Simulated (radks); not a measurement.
The numbers below are computed, except where a source is named.
How relativity changes the ionisation of the iridium ion Ir2+ ([Xe] 4f14 5d7) to Ir3+ ([Xe] 4f14 5d6). Spin-unpolarised spherical Kohn-Sham, PBEsol, point nucleus unless stated (finite: rms radius 5.4032 fm), a radial shooting solver on a logarithmic mesh with Libxc functionals. A level marked "c x" has the speed of light scaled by that factor and shares open shells by 2j + 1; other Dirac levels either fill j = l - 1/2 first or share by 2j + 1.

| level | E(Ir2+) (hartree) | E(Ir3+) (hartree) | IE (eV) | HOMO | <r> HOMO (bohr) |
|---|---|---|---|---|---|
| non-rel. | -16804.6727 | -16803.5183 | 31.413 | 5d | 1.594 |
| scalar-rel. | -17821.4955 | -17820.3719 | 30.574 | 5d | 1.622 |
| scalar-rel., finite nucleus | -17818.0530 | -17816.9294 | 30.575 | 5d | 1.622 |
| Dirac, 2j+1 shares | -17851.9507 | -17850.8273 | 30.569 | 5d5/2 | 1.646 |
| Dirac, low j first | -17852.0088 | -17850.9127 | 29.827 | 5d5/2 | 1.650 |
| Dirac, 2j+1 shares, finite nucleus | -17848.4717 | -17847.3483 | 30.570 | 5d5/2 | 1.646 |
| Dirac, c x 0.75 | -19026.0848 | -19024.9817 | 30.016 | 5d5/2 | 1.691 |
| Dirac, c x 0.85 | -18375.0789 | -18373.9661 | 30.283 | 5d5/2 | 1.668 |
| Dirac, c x 5 | -16840.3112 | -16839.1582 | 31.377 | 5d5/2 | 1.596 |

NIST Atomic Spectra Database: 28 eV (theoretical). The relativistic part of the total energy of Ir2+ is -1044 hartree (Dirac, 2j+1 shares, finite nucleus), 6.2 % of the non-relativistic value. Spin polarisation and multiplet splitting of open shells are left out at every level.

Beside tabulated values, note that relativity, absent from the non-relativistic runs, is large for the heavy elements, and spin-unpolarised runs miss the spin-polarisation part of the exchange energy of open shells.
